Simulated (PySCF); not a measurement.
# Checking a proposed structure

A compound C7H7FSi gives the data below (simulated from a calculation) and was assigned the structure `C#C[C@@H]1[SiH2]/C(=C\F)C1=C`.

¹³C{¹H} NMR (computed): δ 155.6 (CH), 151.4 (C), 139.2 (CH2), 128.0 (C), 106.0 (CH), 87.4 (C), 17.1 (CH2).

¹H NMR (400 MHz, computed): δ 6.96 (m, 1H), 6.69 (br s, 1H), 6.09 (br s, 1H), 5.14 (m, 1H), 2.19 (m, 1H), 2.13 (d, 1H), 2.11 (m, 1H).

PySCF 2.14 calculation with GFN2-xTB structure and NMR shieldings at PBE0/pcSseg-1/GIAO; one computed conformer, no solvent, no relativistic terms.

Shifts are taken against calculated references (same method and geometry level): ¹H and ¹³C vs TMS.

Problem. Compare with the shifts computed for the proposed structure, pairing carbons in order of shift.

Solution. Atom-mapped SMILES (the numbers label the heavy atoms): `[CH:1]#[C:2][C@@H:3]1[SiH2:4]/[C:5](=[CH:6]\[F:7])[C:8]1=[CH2:9]`. Each H is labelled by its parent atom.

```json
{"atom": "C6", "computed for proposal": "164.8", "given list": "155.6", "difference": "+9.2"}
{"atom": "C8", "computed for proposal": "152.7", "given list": "151.4", "difference": "+1.3"}
{"atom": "C5", "computed for proposal": "123.6", "given list": "139.2", "difference": "-15.6"}
{"atom": "C9", "computed for proposal": "113.8", "given list": "128.0", "difference": "-14.2"}
{"atom": "C2", "computed for proposal": "89.5", "given list": "106.0", "difference": "-16.5"}
{"atom": "C1", "computed for proposal": "75.5", "given list": "87.4", "difference": "-11.9"}
{"atom": "C3", "computed for proposal": "23.7", "given list": "17.1", "difference": "+6.6"}
```

The rms difference is 11.9 ppm and the largest -16.5 ppm at C2 (alkyne carbon). The carbon types in order of shift don't match either: CH, C, C, CH2, C, CH, CH for the proposal against CH, C, CH2, C, CH, C, CH2 in the data. The proposal doesn't fit.

Problem. Which isomer fits?

Solution. SMILES C#C[Si@H]1C/C(=C/F)C1=C.

- Carbon types of the structure: 3 × C, 2 × CH, 2 × CH2, leaving 1 H on heteroatoms.
- δC 155.6: alkene CH; an sp2 carbon of a C=C bond.
- δC 151.4, 128.0: fully substituted alkene carbon; as expected for a trigonal carbon in a double bond.
- δC 139.2: terminal =CH2 carbon; as expected for a trigonal carbon in a double bond.
- δC 87.4: alkyne carbon; the triple bond shields along its axis, which puts it between sp3 and sp2 carbons.

The shifts were computed for this structure.

Splittings by ¹⁹F in the carbon and heteronuclear signals aren't shown, as no couplings were computed. Shifts are as computed. Against solution values, carbons near 30 ppm lie about +3 ppm off and those near 130 ppm about +5 ppm. Of 1211 compounds with measured shifts, 218 miss one by over three times the rms of a fit or turn the order of signals round; such compounds aren't used in these exercises. Multiplicities follow the n + 1 count of equivalent neighbours, as no J values were calculated; m marks all less simple cases, F and P coupling included.
